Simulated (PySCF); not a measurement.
Cartesian coordinates (Å):
SMILES: C/C=[SiH]\C
```xyz
12

C      1.7205    -0.2766     0.6771
C      1.0111     0.7268    -0.1744
Si    -0.6249     0.7439    -0.6584
C     -1.8942    -0.5401    -0.2011
H      2.1438     0.1882     1.5747
H      1.0627    -1.0839     1.0082
H      2.5570    -0.7374     0.1395
H      1.6189     1.5548    -0.5354
H     -1.1215     1.8461    -1.5137
H     -2.7320    -0.0889     0.3359
H     -1.4459    -1.3023     0.4387
H     -2.2956    -1.0306    -1.0911
```
Charge 0, spin multiplicity 1.

### Question
Estimate the HOMO–LUMO gap, dipole moment and total energy that PySCF with PBE0-D3(BJ)/def2-TZVP returns for this input.

### Answer

```
Quantity              Value
-------------  ------------
HOMO–LUMO gap       5.33 eV
dipole moment        1.29 D
total energy   -408.3660 Ha
```
